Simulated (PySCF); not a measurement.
Compound: C₄H₁₁NOSi.
Geometry (GFN2-xTB, Å), atoms numbered from 1 in this order:
```
atom  x, y, z in Å
C1    -1.905    0.735   -0.073
C2    -1.875   -0.741   -0.449
C3    -0.471   -1.179   -0.879
C4     0.486   -1.091    0.268
N5     1.501   -0.372    0.371
Si6    2.324    0.761   -0.634
O7     2.698    2.027    0.314
H8    -1.605    1.349   -0.919
H9    -1.222    0.933    0.749
H10   -2.907    1.031    0.229
H11   -2.573   -0.923   -1.270
H12   -2.198   -1.344    0.403
H13   -0.505   -2.219   -1.215
H14   -0.116   -0.554   -1.699
H15    0.234   -1.734    1.118
H16    3.504    0.016   -1.074
H17    1.634    1.436   -1.728
H18    2.986    1.875    1.210
```

Method: PySCF 2.14.0, density-fitted response routines, TDDFT PBE0/def2-SVPD, vertical, gas phase, core orbitals frozen in the response.

Kohn–Sham orbitals with the atoms that hold most of them (Löwdin shares over 4%, at most four atoms; ? is withheld):

```
orbital  ε (eV)                             atoms
 LUMO+2    0.80    C3 13%, Si6 12%, C4 8%, H13 8%
 LUMO+1    0.58   Si6 23%, O7 19%, H18 10%, C1 6%
   LUMO   -0.69                                 ?
   HOMO   -6.91                                 ?
 HOMO-1   -8.48  O7 26%, Si6 22%, H16 21%, N5 10%
 HOMO-2   -9.06     O7 35%, N5 24%, C4 13%, C3 7%
 HOMO-3   -9.77   C2 23%, C1 16%, H12 14%, C3 13%
```

Q: Which atoms hold the HOMO, and with what shares?

A: N5 (bonded to C and Si) 54%; C4 (bonded to C, N and H) 14%; Si6 (bonded to N, O and 2 H) 10%; C3 (bonded to 2 C and 2 H) 8%. By element: nitrogen 54%, carbon 22% or more, silicon 10%.

Q: Give the leading atoms of the LUMO.

A: C4 (bonded to C, N and H) 35%; N5 (bonded to C and Si) 29%; Si6 (bonded to N, O and 2 H) 8%; C3 (bonded to 2 C and 2 H) 6%. By element: carbon 41% or more, nitrogen 29%, silicon 8%.

Q: How does S1 compare with the orbital gap of 6.22 eV?

A: S1 is at 4.23 eV (f = 0.0005), 1.99 eV below the gap, made of HOMO→LUMO (98%). Without the coupling terms of the response equations the lowest excitation would equal the gap.

Q: One configuration dominates each of S1, S2, S4 and S8. Which, and how do the shares of the two leading atoms of either orbital change from the occupied to the empty one?

A: 
- S1 (4.23 eV, f 0.0005), HOMO→LUMO (98%): N5 54% → 29%, C4 14% → 35%
- S2 (6.42 eV, f 0.059), HOMO→LUMO+1 (92%): N5 54% → at most 7%, C4 14% → at most 7%, Si6 10% → 23%, O7 at most 8% → 19%
- S4 (6.70 eV, f 0.047), HOMO-1→LUMO (86%): O7 26% → at most 6%, Si6 22% → 8%, C4 at most 10% → 35%, N5 10% → 29%
- S8 (7.44 eV, f 0.249), HOMO-2→LUMO (71%): O7 35% → at most 6%, N5 24% → 29%, C4 13% → 35%

On an Arm Neoverse N1 with one thread, on a shared host, this took 92 s and 1.0 GiB of memory at its peak.

One conformer stands for the species.
